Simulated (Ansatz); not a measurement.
`[CH3][Ga-]([OH2+])([Cl])[Cl]`. The species carries charge 0 and has multiplicity 1. The geometry is a stationary point of PBE0-D4/def2-TZVP. It is one conformer, not always the lowest.

```xyz
10

C    -0.617   -1.398   -0.695
Ga    0.620   -0.095    0.053
O    -0.486    1.620    0.623
Cl    1.432   -0.336    2.065
Cl    1.931    1.083   -1.234
H    -1.121   -0.981   -1.568
H    -1.359   -1.685    0.051
H    -0.070   -2.291   -1.003
H    -0.272    1.738    1.560
H    -0.058    2.346    0.147
```

Question: What is the dipole moment at PBE/def2-TZVPP? (An estimate is asked.)

Answer: The calculation gave: 3.35 D, with components (-2.88, 1.69, 0.29) D in this frame, pointing from negative to positive charge.

Question: And with r2SCAN, B3LYP, ωB97M-V? (Estimate.)

Answer: The calculation gave: r2SCAN 3.46 D, B3LYP 3.39 D, ωB97M-V 3.42 D.

Question: Give the Mulliken charges with PBE, B3LYP, ωB97M-V in def2-TZVPP. (Best estimate.)

Answer: Ansatz gave: 
```csv
atom,PBE,B3LYP,ωB97M-V
C1,-0.37,-0.38,-0.48
Ga2,0.46,0.54,0.53
O3,-0.20,-0.22,-0.22
Cl4,-0.32,-0.34,-0.32
Cl5,-0.32,-0.34,-0.32
H6,0.11,0.10,0.12
H7,0.11,0.10,0.12
H8,0.11,0.11,0.13
H9,0.22,0.22,0.22
H10,0.22,0.22,0.22
```

B3LYP here is the variant with VWN-RPA as its local correlation; programs differ in this.
